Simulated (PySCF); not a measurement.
Al(F)(OMe)(SeH) (CH₄AlFOSe), SMILES [F][Al]([SeH])[O]C. Atoms are numbered in the order given.

```xyz
9

Al    -0.4213     0.5210     0.0000
F     -2.0589     0.8081     0.0000
O      0.6923     1.7713     0.0000
C      0.8374     3.1525     0.0000
H      1.4018     3.4813     0.8897
H     -0.1316     3.6831     0.0000
H      1.4018     3.4813    -0.8897
Se     0.3472    -1.6362     0.0000
H     -1.0331    -2.1483     0.0000
```

Coordinates come from a PBE0-D3(BJ)/def2-SVP optimisation. The values are those of a single conformer.

Two levels are set side by side: PBE/pcSseg-1 (PySCF) and KT2/pcSseg-1 (PySCF). GIAO shifts against CFCl3 (¹⁹F), H2O (¹⁷O), Me2Se (⁷⁷Se), TMS (¹H), TMS (¹³C) at the same level; non-relativistic, no solvent, atoms listed together averaged. Differences are taken from unrounded values.

| quantity | KT2 | PBE | PBE minus KT2 |
|---|---|---|---|
| δ(¹⁹F) of F2 (ppm) | -180.2 | -174.8 | 5.4 |
| δ(¹⁷O) of O3 (ppm) | 33.6 | 36.7 | 3.1 |
| δ(¹³C) of C4 (ppm) | 58.6 | 58.7 | 0.1 |
| δ(⁷⁷Se) of Se8 (ppm) | -649.3 | -680.1 | -30.8 |
| δ(¹H) of H9 (ppm) | 0.10 | 0.07 | -0.03 |

Rough cost on one machine, each run with all the roots and properties that it gave: KT2 against PBE within a factor of 2.
